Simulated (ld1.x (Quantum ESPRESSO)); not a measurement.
# An all-electron radial function and its pseudo partner (Ga)

Columns: radius, all-electron u(r) and pseudo u(r) of the 4s shell (level -9.17 eV) of gallium in the configuration [Ar] 3d10 4s2 4p1; LDA (PZ), scalar-relativistic, PAW scheme, ld1.x (Quantum ESPRESSO) 7.5.

| r (bohr) | all-electron | pseudo |
| --- | --- | --- |
| 0.145 | -0.1948 | -0.0774 |
| 0.290 | 0.0754 | -0.1544 |
| 0.435 | 0.3034 | -0.2306 |
| 0.580 | 0.2785 | -0.3053 |
| 0.725 | 0.1141 | -0.3778 |
| 0.870 | -0.0880 | -0.4469 |
| 1.015 | -0.2762 | -0.5113 |
| 1.160 | -0.4307 | -0.5695 |
| 1.305 | -0.5475 | -0.6199 |
| 1.450 | -0.6291 | -0.6609 |
| 1.595 | -0.6807 | -0.6913 |
| 1.740 | -0.7078 | -0.7098 |
| 1.885 | -0.7156 | -0.7156 |
| 2.030 | -0.7086 | -0.7086 |
| 2.175 | -0.6908 | -0.6908 |
| 2.320 | -0.6650 | -0.6650 |
| 2.465 | -0.6338 | -0.6338 |
| 2.610 | -0.5991 | -0.5991 |
| 2.755 | -0.5625 | -0.5625 |
| 2.900 | -0.5252 | -0.5252 |
| 3.045 | -0.4879 | -0.4879 |
| 3.190 | -0.4514 | -0.4514 |
| 3.335 | -0.4162 | -0.4162 |
| 3.480 | -0.3825 | -0.3825 |
| 3.625 | -0.3505 | -0.3505 |
| 3.770 | -0.3204 | -0.3204 |

Task: How many radial nodes do the two functions have?

Result: The all-electron 4s function has n − l − 1 = 3 (the table is too coarse to show those close to the nucleus); the pseudo-wave has 0, since the states of the same l below it are removed with the core.

Task: At about which radius was the pseudo-wave matched?

Result: 1.95 bohr, where the columns begin to agree (steps of 0.14 bohr).

Task: Where does each function peak?

Result: Outermost all-electron maximum near 1.89 bohr, pseudo maximum near 1.89 bohr (to the table’s step).

Task: Is the pseudo-wave norm-conserving?

Result: No, it belongs to a PAW set: the norm inside the radius is not constrained, and the difference is carried by the augmentation charge.
